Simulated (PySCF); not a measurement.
The group X on silaethenyl-X is varied. Isolated molecules, 0 K electronic values unless said otherwise. One relaxed conformer stands for each flexible species; it need not be the lowest. Strings in code marks are SMILES.

Calculation: PySCF 2.14.0 with PBE-D3(BJ)/def2-TZVP // PBE0-D3(BJ)/def2-TZVP. Excitations are Tamm–Dancoff values on a coarser integration grid. The basis has no diffuse functions, so Rydberg states are missing or too high.

```csv
species,HOMO (eV),brightest of the four lowest singlets (TDA) (eV)
X = chloro,-5.66,5.52
X = vinyl,-5.29,4.00
X = ethynyl (`C([SiH]=C)#C`),-5.57,4.83
X = selanyl,-5.27,4.96
```
